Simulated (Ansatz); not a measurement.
Calculated with Ansatz (gas phase, PBE0-D4/def2-TZVP geometries, no zero-point term in ΔE). CBS: MP2 limit from def2 TZ/QZ plus the TZ coupled-cluster correction, frozen cores. DFT in def2-TZVPP. B3LYP here is the variant with VWN-RPA as its local correlation; programs differ in this. Each species was taken in one conformer, which may not be the lowest.

Consider the ligand exchange at the Si–C bond: `OCCC[SiH3]` + `[NH2][Al]([OH])[SH]` → `[NH2][Al]([SH])[O][SiH3]` + `CCCO`.

CCSD(T)/CBS gives -121.5 kJ/mol.

Question: Another level gave -107.6 kJ/mol. Which?
A. PBE-D4/def2-TZVPP
B. B3LYP/def2-TZVPP
C. B3LYP-D4/def2-TZVPP
D. ωB97M-V/def2-TZVPP

Answer: A. PBE-D4 -107.6, B3LYP-D4 -124.7, B3LYP -130.0, ωB97M-V -119.1 kJ/mol.

Largest T1 diagnostic among the species: 0.011.

The D4 term adds +5.3 kJ/mol with B3LYP and +2.7 kJ/mol with PBE0; it sums over pairs of atoms, weighted by their polarisabilities, and B3LYP, whose exchange is more repulsive, gets the larger term. From PBE to PBE0 (25 % exact exchange), in def2-TZVPP and without D4, ΔE moves by −5.7 kJ/mol. In def2-TZVPP, CCSD(T) changes the Hartree–Fock value by +28.5 kJ/mol (the triples alone add +3.7 kJ/mol) and MP2 by +28.4 kJ/mol.
